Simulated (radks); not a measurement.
The selenium ion Se+ inside a hard spherical wall (all orbitals vanish at R), configuration held at [Ar] 3d10 4s2 4p3 and not refilled when levels cross. All-electron calculation, scalar-relativistic Kohn-Sham, PBE, spin-polarised, spherical densities, finite nucleus; open shells are filled with parallel spins first; Fermi nuclear charge, rms radius 4.14 fm. Program: a radial shooting solver on a logarithmic mesh with Libxc functionals. Eigenvalues in eV for spin up, with the zero of energy where the potential of the charges vanishes at infinity; a dash marks a level that is unbound or too diffuse for the functional's potential to be trusted. A positive occupied level is held by the wall or, in an anion where self-interaction has pushed it up, behind a barrier. The pressure on the wall is -dE/dV.

\begin{tabular}{lrrrrrrrrr}
R (bohr) & E (hartree) & kinetic (hartree) & e(3p) & e(3d) & e(4s) & e(4p) & e(5s, empty) & e(4d, empty) & pressure (GPa) \\ \hline
free & -2429.62373 & 2479.261 & -163.30 & -63.474 & -27.861 & -16.404 & - & - & 0 \\
20 & -2429.62373 & 2479.261 & -163.30 & -63.474 & -27.861 & -16.404 & - & - & < 0.0001 \\
10 & -2429.62373 & 2479.261 & -163.30 & -63.474 & -27.860 & -16.404 & -5.494 & -3.874 & < 0.0001 \\
8 & -2429.62366 & 2479.262 & -163.29 & -63.468 & -27.856 & -16.399 & -5.098 & -3.659 & 0.00570 \\
7 & -2429.62318 & 2479.268 & -163.26 & -63.439 & -27.835 & -16.377 & -4.421 & -3.338 & 0.0511 \\
6 & -2429.62002 & 2479.298 & -163.12 & -63.301 & -27.735 & -16.265 & -2.773 & -2.620 & 0.453 \\
5 & -2429.60000 & 2479.453 & -162.53 & -62.717 & -27.320 & -15.767 & 1.404 & -0.901 & 4.08 \\
2.5 & -2427.08704 & 2489.568 & -144.35 & -44.946 & -7.812 & 8.846 & 98.532 & 38.082 & 1920 \\
\end{tabular}
